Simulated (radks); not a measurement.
Spherical jellium clusters: N electrons in a uniform positive sphere of charge N and radius rs N^(1/3), rs = 5.57 bohr. Method: non-relativistic Kohn-Sham, PBEsol, spin-polarised, spherical densities; computed with a radial shooting solver with Libxc functionals. Levels are named by radial order and angular momentum (1s, 1p, 1d, 2s, ...), and open shells are averaged over m.

N = 7, configuration 1s2 1p(up 3, down 2). This is the lowest configuration that the search found. Occupied levels:

level,occupation,eigenvalue (eV),<r> (bohr)
1s up,1,-3.1499,7.189
1s down,1,-3.0373,7.088
1p up,3,-2.4684,8.436
1p down,2,-2.3360,8.433

Energy (eV): total -11.8294, kinetic 6.8172, external -149.12, Hartree 74.315, exchange-correlation -18.926, background 75.083.
